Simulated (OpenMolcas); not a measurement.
An atom or ion with 63 electrons was computed by SS-CASPT2, IPEA 0.25 Eh, imaginary shift 0.1 Eh with spin-orbit coupling (OpenMolcas, ANO-RCC-VTZP, DKH2). The lowest levels that the run gave, each within 12 % of the measured value where one is at hand:

| J | Parity | E (cm-1) | g |
| --- | --- | --- | --- |
| 15/2 | odd | 0.0 | 1.326 |
| 13/2 | odd | 2940 | 1.278 |
| 11/2 | odd | 4990 | 1.206 |
| 9/2 | odd | 6590 | 1.074 |
| 11/2 | odd | 6730 | 1.445 |
| 7/2 | odd | 7820 | 0.834 |
| 9/2 | odd | 7910 | 1.422 |
| 5/2 | odd | 8740 | 0.305 |
| 7/2 | odd | 9540 | 1.386 |
| 5/2 | odd | 10740 | 1.308 |
| 3/2 | odd | 11450 | 1.069 |
| 1/2 | odd | 11910 | -0.614 |

**Question.** Which ion is it, and what are the configurations and terms?

**Answer.** Tb2+ (Z = 65, charge +2; active space 9 electrons in 7 orbitals (4f)). J, parity and g give the terms where levels are pure, and mixed ones are named by the computed weights; the size of the splittings, set against known spectra of the 63-electron sequence, gives the charge. In order, with the measured energies in cm-1 (Martin, Zalubas and Hagan, Atomic Energy Levels: The Rare-Earth Elements, NSRDS-NBS 60 (1978)): 4f9 6H* 15/2, 4f9 6H* 13/2 (2805), 4f9 6H* 11/2 (4735), 4f9 6H* 9/2 (6258), 4f9 6F* 11/2 (6470), 4f9 6H* 7/2 (7422), 4f9 6F* 9/2 (7622), 4f9 6H* 5/2 (8286), 4f9 6F* 7/2, 4f9 6F* 5/2 (10220), 4f9 6F* 3/2, 4f9 6F* 1/2.

Term energies are means over components that CASPT2 splits; among the terms shown or strongly mixed into the levels shown the widest spread is 140 cm-1 (4f9 6H*). High states are left out of the spin-orbit mixing, which shifts the levels that they would mix with. Computed and measured levels are paired by configuration, term and J; levels that our copy of the source lacks, or whose pairing is in doubt (as where it misses far off the trend of its configuration), stay unpaired and out of the deviations. Only configurations of the active space appear.

* marks odd parity.
